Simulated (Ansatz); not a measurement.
Cost and result for the atomization energy of `B[Se][SiH2]C` (11 atoms, 10 bonds).

Cartesian coordinates in Å:
```
B -0.809 1.272 -1.753
Se -1.901 0.192 -0.622
Si -0.217 -1.099 0.269
C 0.895 -0.081 1.363
H 0.371 1.105 -1.809
H -1.360 2.110 -2.395
H -0.897 -2.172 1.042
H 0.541 -1.710 -0.852
H 1.360 0.725 0.790
H 0.329 0.363 2.184
H 1.688 -0.705 1.785
```

Total charge 0; spin multiplicity 1. Correlated methods include outer-core shells of Se, which these sets cover unevenly. Scalar relativity is left out up to krypton. The structure was optimised at the PBE0-D4/def2-TZVP level. It is one conformer, not always the lowest. Program: Ansatz. All runs use 4 threads of an Arm Neoverse V2 on a shared host. Times are those of one run each, without the atoms' runs, and a repeat can differ threefold. Electronic energies, without spin–orbit coupling; frozen cores. CCSD(T)/CBS adds CCSD(T) − MP2 in def2-TZVPP to the MP2 limit, and its time is that of the two runs behind it. T1 = 0.012. With those shells the extrapolation isn't a true limit. B3LYP takes the VWN-RPA correlation (the form of Gaussian; ORCA's B3LYP/G).

CCSD(T)/CBS is a level of theory with its own doubt, some kJ/mol a heavy atom from the limit and from the frozen cores, so smaller differences don't rank the functionals.

```csv
level,functions,wall time,atomization (kcal/mol),difference from CCSD(T)/CBS,per bond
PBE-D4/def2-TZVPP (with forces),250,2.8 s,890.5,4.0,0.4
PBE0-D4/def2-TZVPP,250,3.5 s,885.2,-1.3,-0.1
r2SCAN-D4/def2-TZVPP (with forces),250,5.5 s,890.3,3.8,0.4
B3LYP-D4/def2-TZVPP (with forces),250,5.5 s,886.4,-0.1,0.0
B2PLYP/def2-TZVPP,250,6.5 s,875.7,-10.8,-1.1
ωB97X-V/def2-TZVPP,250,8.5 s,889.1,2.6,0.3
ωB97M-V/def2-TZVPP (with forces),250,13 s,886.1,-0.4,0.0
MP2/def2-QZVPP,483,26 s,881.9,-4.6,-0.5
CCSD(T)/def2-TZVPP,250,2.8 min,865.6,-20.9,-2.1
CCSD(T)/CBS(def2),–,3.3 min,886.5,0.0,0.0
```

The D4 term adds +9.5 kcal/mol with B3LYP and +5.0 kcal/mol with PBE0; it sums over pairs of atoms, weighted by their polarisabilities, and B3LYP, whose exchange is more repulsive, gets the larger term. From PBE to PBE0 (25 % exact exchange), in def2-TZVPP and without D4, the atomization energy moves by −4.5 kcal/mol: exact exchange takes away binding that semilocal exchange gives to molecules. In def2-TZVPP, CCSD(T) changes the Hartree–Fock value by +186.7 kcal/mol (the triples alone add +10.1 kcal/mol) and MP2 by +190.9 kcal/mol; breaking electron pairs costs correlation energy, which Hartree–Fock lacks.
